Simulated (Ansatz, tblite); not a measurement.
Cost and result up the ladder for InSi19H30, a doped nanocrystal cut from the lattice of silicon (In on an inner site) (50 atoms). The state is a doublet with charge 0. Geometry: PBE-D4/def2-SVP.

Cartesian coordinates in Å:
```
Si -0.960 0.959 2.658
Si -4.088 -0.843 1.068
Si -0.411 2.825 -0.829
Si -3.615 0.912 -2.131
Si -0.595 -3.072 2.442
Si 2.536 1.276 1.114
Si 3.058 -2.651 1.338
In -0.396 -1.039 -0.602
Si 0.298 0.309 -3.909
Si 3.598 -0.547 -2.232
Si -3.305 0.930 2.415
Si -0.544 -1.102 3.746
Si 0.245 1.112 0.643
Si -2.947 -1.043 -0.988
Si -2.731 2.912 -1.239
Si 0.454 2.486 -3.007
Si 0.871 -3.054 0.585
Si 3.392 -0.542 2.342
Si 3.859 1.335 -0.831
Si 1.395 -1.299 -2.565
H -0.600 2.046 3.648
H -3.984 -2.111 1.876
H -5.555 -0.601 0.796
H 0.046 4.199 -0.391
H -5.122 1.017 -2.083
H -3.218 0.850 -3.584
H -1.992 -3.337 1.946
H -0.201 -4.223 3.344
H 2.846 2.529 1.903
H 3.366 -3.716 2.367
H 4.031 -2.830 0.203
H -1.138 -0.095 -4.109
H 0.969 0.324 -5.266
H 4.455 -1.674 -1.719
H 4.114 -0.182 -3.607
H -3.872 0.735 3.802
H -3.821 2.244 1.895
H -1.631 -1.284 4.781
H 0.769 -1.089 4.484
H -3.513 -2.235 -1.727
H -3.492 3.316 -0.005
H -2.938 3.993 -2.274
H -0.334 3.378 -3.940
H 1.899 2.899 -3.115
H 0.790 -4.364 -0.162
H 2.831 -0.578 3.739
H 4.886 -0.354 2.458
H 5.311 1.357 -0.413
H 3.598 2.582 -1.632
H 1.387 -2.654 -3.232
```

Ansatz on 2 threads of AMD EPYC 7R13 on a shared host and a share (18 GiB) of an NVIDIA H100 80GB HBM3; xTB runs through tblite on one thread. Times are rough, summed over both states, and most runs start from the orbitals of an earlier one. No level here is sound enough to serve as a yardstick. The other state is a singlet.

In the def2 sets In takes a core potential; there is no spin–orbit coupling. The xTB rows come from tblite. Single mean-field runs in def2-SVP are fitted with def2-universal-jkfit.

Raw xTB energies of ions are shifted by several eV, and xTB has no spin-polarisation term.

| level | functions | wall time |
| --- | --- | --- |
| GFN1-xTB | 240 | 0.87 s |
| GFN2-xTB | 210 | 1.1 s |
| PBE-D4/def2-SVP (with forces) | 518 | 22 s |
| PBE0-D4/def2-SVP | 518 | 23 s |
| ωB97M-V/def2-SVP (with forces) | 518 | 52 s |

(1) Estimate what each level gives for the vertical IE (eV).

## Answers

(1) 
```
                         level  vertical IE (eV)                                    remarks
                      GFN1-xTB             11.56                                          –
                      GFN2-xTB              9.85                                          –
 PBE-D4/def2-SVP (with forces)              7.14  restricted singlet, untested (+1 singlet)
              PBE0-D4/def2-SVP              7.49  restricted singlet, untested (+1 singlet)
ωB97M-V/def2-SVP (with forces)              7.48  restricted singlet, untested (+1 singlet)
```
